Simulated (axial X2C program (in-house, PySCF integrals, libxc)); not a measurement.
**Spectroscopic constants of CoP⁻**

Calculated with an in-house all-electron X2C program for linear molecules (integrals from PySCF). Spin-free means the one-electron spin-free X2C Hamiltonian; two-component (2c) means X2C with spin–orbit coupling and atomic mean-field two-electron Coulomb and Gaunt terms, so the difference of the two also holds small scalar two-electron terms. Basis: Co dyall-acv3z [10s11p7d4f2g], P dyall-av3z [9s8p3d2f] (cores contracted in-house); Gaussian nuclei, density fitting, unrestricted open shells. Masses: Co 58.933 u, P 30.974 u.

Input file and command:
```json
{"zs": [27, 15], "q": -1, "bas": ["dyall-acv3z", "dyall-av3z"], "levels": ["PBE0", "HF", "PBE"], "cc": true, "r0": 2.05, "thr": -2.0, "nmax": 90, "npts": 10, "nst": 2, "ntry": 6}
```
```bash
python so2c.py task.json out
```

Keys: zs atomic numbers; q charge; bas basis sets; levels methods; cc coupled cluster on or off; r0 starting distance in Å; thr threshold in hartree for freezing inner shells (an s shell follows its p shell); nmax most natural virtual spinors; npts points on the curve; nst determinants followed; ntry starts of the search. HF also brings MP2.

State, spin-free: M_S = 3/2, Λ = 2 (beyond evenly filled blocks: π+α, π-α, δ+α, δ+β, δ-α); electrons by block: σα: 11, σβ: 11, π+α: 5, π+β: 4, π-α: 5, π-β: 4, δ+α: 1, δ+β: 1, δ-α: 1. Fragments: Co + P- for PBE0; Co- + P for HF, PBE.

State, 2c: Ω = 7/2 (⟨Sz⟩ = 1.50, ⟨Lz⟩ = 2.00 at PBE); electrons by block: 1/2: 15, -1/2: 16, 3/2: 6, -3/2: 5, 5/2: 1. Fragments: Co- + P.

```json
{"Hamiltonian": "spin-free", "level": "PBE0", "Re (Å)": "1.996", "ωe (cm⁻¹)": "496.3", "ωexe (cm⁻¹)": "2.88", "Be (cm⁻¹)": "0.2084", "De (eV)": "2.68", "D0 (eV)": "2.65", "k (mdyn/Å)": "2.95", "μ (D)": "-4.29"}
{"Hamiltonian": "spin-free", "level": "HF", "Re (Å)": "2.236", "ωe (cm⁻¹)": "354.7", "ωexe (cm⁻¹)": "2.33", "Be (cm⁻¹)": "0.166", "De (eV)": "0.036", "D0 (eV)": "0.014", "k (mdyn/Å)": "1.5", "μ (D)": "-4.95"}
{"Hamiltonian": "spin-free", "level": "PBE", "Re (Å)": "2.009", "ωe (cm⁻¹)": "492.1", "ωexe (cm⁻¹)": "1.95", "Be (cm⁻¹)": "0.2057", "De (eV)": "3.72", "D0 (eV)": "3.69", "k (mdyn/Å)": "2.9", "μ (D)": "-2.96"}
{"Hamiltonian": "2c", "level": "PBE", "Re (Å)": "2.009", "ωe (cm⁻¹)": "491.7", "ωexe (cm⁻¹)": "1.95", "Be (cm⁻¹)": "0.2057", "De (eV)": "n/a", "D0 (eV)": "n/a", "k (mdyn/Å)": "2.89", "μ (D)": "-2.96"}
```

Dipoles are positive if P is the positive end and refer to the centre of mass.

Occupations by symmetry block were frozen at the best pattern of an incomplete PBE0 search. De is counted from the lowest determinant-based energies of the atoms at the same level, without counterpoise correction. De is not given where an atomic determinant may have missed its ground term or J level, or where the truncated virtual space spoils (T). Density functionals use the spin component along the axis (collinear). Other states lie close and PBE0, whose exact exchange favours high spin, may order them wrongly; the determinant shown need not be the ground state. The nearest other spin-free determinant of the search, M_S = 1/2, Λ = 2, lies 0.45 eV up at the distance of the search. The functionals have no current-density term, which raises determinants with orbital currents, atoms included. With several unpaired electrons one determinant need not be a pure state. The highest occupied level of some functionals is positive through self-interaction error; at Hartree–Fock it is bound. The determinant is spin-polarised beyond a pure state at some levels (its spin-free form has ⟨S²⟩ too high), which makes Re and μ there less reliable. Hartree–Fock gets electron affinities wrong, so its lowest charge split need not be the true one.

No reliable constants came from HF (2c), MP2 (2c), MP2 (spin-free), PBE0 (2c): no minimum in range, unconverged points, a curve that is not smooth, a change of character along it, or the two Hamiltonians disagreeing along it.

Rough cost a point (2c) on 1 thread(s) of a shared host, integrals apart: PBE 0.5 s.

The whole task took 3.1 min on 1 thread of Arm Neoverse V2 (shared host).
